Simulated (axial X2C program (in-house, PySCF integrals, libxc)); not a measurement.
**Outer orbitals of RuSi at 2.098 Å, PBE0**

Computed with an axial X2C code built on PySCF integrals. Spin-free means the one-electron spin-free X2C Hamiltonian; two-component (2c) means X2C with spin–orbit coupling and atomic mean-field two-electron Coulomb and Gaunt terms, so the difference of the two also holds small scalar two-electron terms. Basis: Ru dyall-cv3z [12s12p8d5f3g], Si dyall-v3z [8s7p2d1f] (cores contracted in-house); Gaussian nuclei, density fitting, unrestricted open shells. Masses: Ru 101.904 u, Si 27.977 u.

The distance is close to the 2c PBE0 minimum; the highest filled and lowest empty levels are listed.

Spin-free orbitals, state M_S = 1, Λ = 2 (beyond evenly filled blocks: σα, δ+α, δ+β, δ-α) (Löwdin shares):

| symmetry | occupied | ε (eV) | atomic character |
| --- | --- | --- | --- |
| σβ | yes | -12.28 | 59% Si s, 16% Ru d, 12% Ru p |
| σα | yes | -11.90 | 57% Si s, 19% Ru d, 12% Ru s |
| π-α | yes | -7.35 | 84% Ru d, 12% Si p, 2% Si d |
| π+α | yes | -7.35 | 84% Ru d, 12% Si p, 2% Si d |
| σα | yes | -7.32 | 68% Ru d, 16% Si p, 9% Si s |
| δ-α | yes | -6.88 | 99% Ru d |
| δ+α | yes | -6.88 | 99% Ru d |
| π+β | yes | -6.43 | 64% Ru d, 30% Si p, 3% Ru p |
| π-β | yes | -6.32 | 62% Ru d, 32% Si p, 3% Ru p |
| σβ | yes | -6.30 | 45% Ru d, 40% Si p, 8% Si s |
| δ+β | yes | -5.32 | 99% Ru d |
| σα | yes | -5.23 | 44% Si p, 44% Ru s, 7% Ru d |
| σβ | no | -2.49 | 43% Ru s, 28% Ru d, 25% Si p |
| π-α | no | -2.17 | 52% Si p, 32% Ru p, 12% Ru d |
| π+α | no | -2.17 | 52% Si p, 32% Ru p, 12% Ru d |
| π+β | no | -1.94 | 43% Si p, 31% Ru d, 18% Ru p |

Spinors with spin–orbit coupling (state Ω = 3):

```csv
ω,occupied,ε (eV),atomic character,λ mixture
-1/2,yes,-12.27,"59% Si s, 16% Ru d, 12% Ru p",100% σ
1/2,yes,-11.90,"57% Si s, 19% Ru d, 12% Ru s",100% σ
-1/2,yes,-7.41,"84% Ru d, 12% Si p, 2% Si d","99% π, 1% σ"
1/2,yes,-7.33,"68% Ru d, 16% Si p, 9% Si s","98% σ, 2% π"
3/2,yes,-7.29,"84% Ru d, 12% Si p, 2% Si d","99% π, 1% δ"
-3/2,yes,-7.02,99% Ru d,"98% δ, 2% π"
5/2,yes,-6.75,99% Ru d,100% δ
1/2,yes,-6.47,"64% Ru d, 29% Si p, 2% Ru p","98% π, 2% σ"
-1/2,yes,-6.29,"45% Ru d, 40% Si p, 8% Si s","99% σ, 1% π"
-3/2,yes,-6.26,"61% Ru d, 32% Si p, 3% Ru p","98% π, 2% δ"
3/2,yes,-5.43,98% Ru d,"99% δ, 1% π"
1/2,yes,-5.23,"44% Si p, 44% Ru s, 7% Ru d",100% σ
-1/2,no,-2.49,"43% Ru s, 27% Ru d, 26% Si p","98% σ, 2% π"
-1/2,no,-2.19,"51% Si p, 32% Ru p, 12% Ru d","98% π, 2% σ"
3/2,no,-2.13,"52% Si p, 31% Ru p, 13% Ru d",100% π
1/2,no,-1.97,"44% Si p, 31% Ru d, 19% Ru p","100% π, 0% σ"
```

Mulliken charges and populations of the two-component result (they depend on the basis, above all on diffuse functions):

Ru -0.03 e (s 8.68 p 18.09 d 17.25 f 0.01), Si 0.03 e (s 5.83 p 8.02 d 0.11 f 0.02). ⟨Lz⟩ = 2.00 ħ and ⟨Sz⟩ = 1.00 ħ (1.19 and -0.19 on the two atoms), which add up to Ω.

One determinant describes the state; a PBE0 search over occupations chose it and may have missed a lower one. Density functionals use the spin component along the axis (collinear). PBE0 can misorder states that lie within some tenths of an eV, so this need not be the ground state of the molecule. The nearest other spin-free determinant of the search, M_S = 1, Λ = 0, lies 0.38 eV up at the distance of the search. Without a current term, density functionals place determinants with orbital angular momentum somewhat too high. With several unpaired electrons one determinant need not be a pure state. The determinant is spin-polarised beyond a pure state at some levels (its spin-free form has ⟨S²⟩ too high), which makes Re and μ there less reliable.
